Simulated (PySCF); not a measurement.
Mg(NH2)(OSiH3), H₅MgNOSi, SMILES [O]([Mg][NH2])[SiH3], B3LYP/def2-SVP optimised geometry.

```
9

Mg    -1.72    -2.01    -2.71
N     -2.41    -2.93    -4.20
H     -2.87    -3.84    -4.19
H     -2.40    -2.62    -5.17
O     -1.05    -1.12    -1.29
Si    -0.45    -0.31     0.00
H      1.05    -0.31     0.00
H     -0.90    -0.92     1.29
H     -0.90     1.12     0.00
```

Density from B3LYP/def2-TZVP run with PySCF at that geometry.

Minimum of the electron density along straight lines between bonded atoms, close to the bond critical point (lines longer than 1.1 times the sum of covalent radii, or with two minima, are not listed):

```json
[
 {"bond": "Mg1–N2", "length / Å": "1.886", "ρ at the minimum / e bohr⁻³": "0.072", "∇²ρ there / e bohr⁻⁵": "?", "position (fraction from the first atom)": "0.43"},
 {"bond": "N2–H3", "length / Å": "1.018", "ρ at the minimum / e bohr⁻³": "0.328", "∇²ρ there / e bohr⁻⁵": "-1.47", "position (fraction from the first atom)": "0.73"},
 {"bond": "N2–H4", "length / Å": "1.018", "ρ at the minimum / e bohr⁻³": "0.328", "∇²ρ there / e bohr⁻⁵": "-1.47", "position (fraction from the first atom)": "0.73"},
 {"bond": "Mg1–O5", "length / Å": "1.805", "ρ at the minimum / e bohr⁻³": "0.075", "∇²ρ there / e bohr⁻⁵": "?", "position (fraction from the first atom)": "0.45"},
 {"bond": "O5–Si6", "length / Å": "1.640", "ρ at the minimum / e bohr⁻³": "0.139", "∇²ρ there / e bohr⁻⁵": "?", "position (fraction from the first atom)": "0.59"},
 {"bond": "Si6–H7", "length / Å": "1.499", "ρ at the minimum / e bohr⁻³": "0.120", "∇²ρ there / e bohr⁻⁵": "0.13", "position (fraction from the first atom)": "0.49"},
 {"bond": "Si6–H8", "length / Å": "1.499", "ρ at the minimum / e bohr⁻³": "0.120", "∇²ρ there / e bohr⁻⁵": "0.13", "position (fraction from the first atom)": "0.49"},
 {"bond": "Si6–H9", "length / Å": "1.499", "ρ at the minimum / e bohr⁻³": "0.120", "∇²ρ there / e bohr⁻⁵": "0.13", "position (fraction from the first atom)": "0.49"}
]
```

Question: Some entries are withheld; supply them.

Answer: 
- Mg1–N2, ∇²ρ there / e bohr⁻⁵: 0.50
- Mg1–O5, ∇²ρ there / e bohr⁻⁵: 0.64
- O5–Si6, ∇²ρ there / e bohr⁻⁵: 0.84
